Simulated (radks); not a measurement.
Results of a calculation; reference values are marked as such.
Question: Tb I, configuration [Xe] 4f7 5d2 6s2 (not the ground configuration). Code: a radial shooting solver on a logarithmic mesh with Libxc functionals. Model: scalar-relativistic Kohn-Sham, BLYP, spin-polarised, spherical densities, finite nucleus; open shells are filled with parallel spins first (spin-orbit coupling, left out, can overturn this in heavy ions); Fermi nuclear charge, rms radius 5.06 fm. Some entries of the table are withheld. Estimate them.

orbital,occ.,eigenvalue (hartree),<r> (bohr)
1s down,1,-1906.197,0.02151
1s up,1,-1906.197,0.02151
2s up,1,-316.4203,0.09151
2s down,1,-316.4154,0.09151
2p up,3,-281.2575,0.08089
2p down,3,-281.2538,0.08088
3s up,1,-70.67151,0.2395
3s down,1,-70.56370,0.2393
3p up,3,-59.82625,0.2383
3p down,3,-59.71884,0.2380
3d up,5,-45.66816,0.2167
3d down,5,-45.58462,0.2164
4s up,1,-14.51121,0.5400
4s down,1,-14.26570,0.5403
4p up,3,-10.92685,0.5713
4p down,3,-10.68521,0.5717
4d up,5,-6.00313,0.6180
4d down,5,-5.76677,0.6195
5s up,1,-2.05258,1.280
5s down,1,-1.92344,1.296
5p up,3,-1.15572,(1)
5p down,3,-1.05018,(2)
4f up,7,-0.63545,0.7860
4f down,0,-0.41957,0.8153
6s up,1,-0.16881,3.711
6s down,1,-0.14302,3.934
5d up,2,-0.14048,(3)
5d down,0,-0.08610,(4)

Answer: 
(1) 5p up <r> (bohr): 1.489
(2) 5p down <r> (bohr): 1.516
(3) 5d up <r> (bohr): 2.457
(4) 5d down <r> (bohr): 2.748
